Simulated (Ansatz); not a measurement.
`N[SiH](O)[SiH2]F` → `N[SiH](O)F` + `[SiH2]`  (silylene formation by 1,1-elimination)

Program: Ansatz. Geometries: PBE0-D4/def2-TZVP. ΔE: electronic, gas phase. CCSD(T)/CBS adds triple-zeta CCSD(T) − MP2 to the extrapolated MP2 energy (def2 sets, frozen cores). This one scheme is used for every species. Functionals use def2-TZVPP. B3LYP here is the variant with VWN-RPA as its local correlation; programs differ in this. One conformer a species, not always the lowest.

```csv
level,ΔE (eV)
ωB97M-V,1.80
PBE,2.00
PBE0,2.01
B3LYP,1.75
SCS-MP2/def2-TZVPP,1.82
CCSD/def2-TZVPP,1.71
HF/def2-QZVPP,1.57
MP2/def2-QZVPP,1.98
```

Task: What does CCSD(T)/CBS give? (Estimate.)

Result: Computed: +1.87 eV. The listed levels differ from it by -0.07, 0.13, 0.14, -0.12, -0.05, -0.16, -0.30, 0.11 eV.

Largest T1 diagnostic among the species: 0.014.

The D4 term adds +0.13 eV with B3LYP and +0.07 eV with PBE0; it sums over pairs of atoms, weighted by their polarisabilities, and B3LYP, whose exchange is more repulsive, gets the larger term. In def2-TZVPP, CCSD(T) changes the Hartree–Fock value by +0.20 eV (the triples alone add +0.06 eV) and MP2 by +0.36 eV.
